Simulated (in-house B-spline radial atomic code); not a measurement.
A fraction x of an electron is moved 4s → 4p in neutral zinc, starting from [Ar] 3d10 4s2 and keeping the highest spin. Computed with a radial B-spline atomic code at the basis-set limit: non-relativistic PBE, spin-polarised, spherical fractional occupations, point nucleus.

```json
{"x": "0", "E(x) - E(0) (eV)": "0.0000", "4s down level (eV)": "-5.825", "4p up level (eV)": "-"}
{"x": "0.125", "E(x) - E(0) (eV)": "0.5735", "4s down level (eV)": "-5.919", "4p up level (eV)": "-1.399"}
{"x": "0.25", "E(x) - E(0) (eV)": "1.1306", "4s down level (eV)": "-5.989", "4p up level (eV)": "-1.596"}
{"x": "0.375", "E(x) - E(0) (eV)": "1.6717", "4s down level (eV)": "-6.038", "4p up level (eV)": "-1.776"}
{"x": "0.5", "E(x) - E(0) (eV)": "2.1960", "4s down level (eV)": "-6.070", "4p up level (eV)": "-1.943"}
{"x": "0.625", "E(x) - E(0) (eV)": "?", "4s down level (eV)": "?", "4p up level (eV)": "?"}
{"x": "0.75", "E(x) - E(0) (eV)": "3.1937", "4s down level (eV)": "-6.102", "4p up level (eV)": "-2.247"}
{"x": "0.875", "E(x) - E(0) (eV)": "?", "4s down level (eV)": "?", "4p up level (eV)": "?"}
{"x": "1", "E(x) - E(0) (eV)": "4.1223", "4s down level (eV)": "-", "4p up level (eV)": "-2.511"}
```

(1) What belongs in the row x = 0.625?

(2) What belongs in the row x = 0.875?

(3) Check Janak's theorem between x = 0.125 and 0.25.

## Answers

(1) An energy change of 2.7034 eV; 4s down at -6.091 eV, 4p up at -2.100 eV.

(2) An energy change of 3.6673 eV; 4s down at -6.104 eV, 4p up at -2.383 eV.

(3) The slope of the energy is 4.46 eV; the orbital levels give 4.46 eV (ε of the receiving orbital less ε of the emptying one, averaged over the two points).
